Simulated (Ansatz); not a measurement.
Species: dibromo(difluoro)silane, sum formula SiBr2F2 (charge 0, singlet). 
Coordinates optimised at B3LYP-D3(BJ)/def2-TZVP (Ansatz, an electronic-structure program):
SMILES: F[Si](F)(Br)Br
```xyz
5

F     -0.0035     1.6880    -1.1561
Si    -0.0108     0.6657     0.0470
F     -0.0485     1.5083     1.3815
Br     1.8284    -0.5169    -0.0042
Br    -1.8107    -0.5713    -0.0726
```
Charge 0, spin multiplicity 1.

Property: vertical triplet-singlet gap (E(triplet) - E(singlet); each state is the SCF solution reached for its spin; for the triplet the Hartree-Fock reference is unstable and T1 is 0.020), in kJ/mol. Valence correlation only, unless marked. UHF or UKS for open shells. No spin-orbit coupling. Frozen are the shells of the preceding noble gas and the d and f shells that filled before the atom's block. Non-relativistic.  The program attaches cautions to a run behind CCSD/def2-SVPD: other roots. The program attaches cautions to a run behind CCSD/def2-TZVPPD: other roots. The program attaches cautions to a run behind CCSD/def2-QZVPPD: other roots. The program attaches cautions to a run behind CCSD(T)/def2-SVPD: other roots. The program attaches cautions to a run behind CCSD(T)/def2-TZVPPD: other roots. The program attaches cautions to a run behind CCSD(T)/def2-QZVPPD: other roots.

```json
[
 {"level": "RI-HF/def2-TZVPPD", "program": "Ansatz", "vertical triplet-singlet gap (kJ/mol)": "659.7"},
 {"level": "RI-HF/def2-QZVPPD", "program": "Ansatz", "vertical triplet-singlet gap (kJ/mol)": "659.4"},
 {"level": "SVWN5/def2-TZVPD", "program": "Ansatz", "vertical triplet-singlet gap (kJ/mol)": "564.6"},
 {"level": "PBE/def2-TZVPD", "program": "Ansatz", "vertical triplet-singlet gap (kJ/mol)": "560.5"},
 {"level": "r2SCAN/def2-TZVPD", "program": "Ansatz", "vertical triplet-singlet gap (kJ/mol)": "598.1"},
 {"level": "B3LYP/def2-TZVPD", "program": "Ansatz", "vertical triplet-singlet gap (kJ/mol)": "594.5"},
 {"level": "PBE0/def2-TZVPD", "program": "Ansatz", "vertical triplet-singlet gap (kJ/mol)": "605.5"},
 {"level": "BHLYP/def2-TZVPD", "program": "Ansatz", "vertical triplet-singlet gap (kJ/mol)": "642.5"},
 {"level": "CAM-B3LYP/def2-TZVPD", "program": "Ansatz", "vertical triplet-singlet gap (kJ/mol)": "631.1"},
 {"level": "wB97M-V/def2-TZVPD", "program": "Ansatz", "vertical triplet-singlet gap (kJ/mol)": "651.5"},
 {"level": "wB97X-V/def2-TZVPD", "program": "Ansatz", "vertical triplet-singlet gap (kJ/mol)": "665.6"},
 {"level": "B2PLYP/def2-TZVPD", "program": "Ansatz", "vertical triplet-singlet gap (kJ/mol)": "627.2"},
 {"level": "RI-MP2/def2-TZVPPD", "program": "Ansatz", "vertical triplet-singlet gap (kJ/mol)": "693.6"},
 {"level": "RI-MP2/def2-QZVPPD", "program": "Ansatz", "vertical triplet-singlet gap (kJ/mol)": "697.0"},
 {"level": "CCSD/def2-SVPD", "program": "Ansatz", "vertical triplet-singlet gap (kJ/mol)": "663.4"},
 {"level": "CCSD/def2-TZVPPD", "program": "Ansatz", "vertical triplet-singlet gap (kJ/mol)": "668.4"},
 {"level": "CCSD/def2-QZVPPD", "program": "Ansatz", "vertical triplet-singlet gap (kJ/mol)": "674.1"},
 {"level": "CCSD(T)/def2-SVPD", "program": "Ansatz", "vertical triplet-singlet gap (kJ/mol)": "650.9"},
 {"level": "CCSD(T)/def2-TZVPPD", "program": "Ansatz", "vertical triplet-singlet gap (kJ/mol)": "654.4"},
 {"level": "CCSD(T)/def2-QZVPPD", "program": "Ansatz", "vertical triplet-singlet gap (kJ/mol)": "659.3"}
]
```
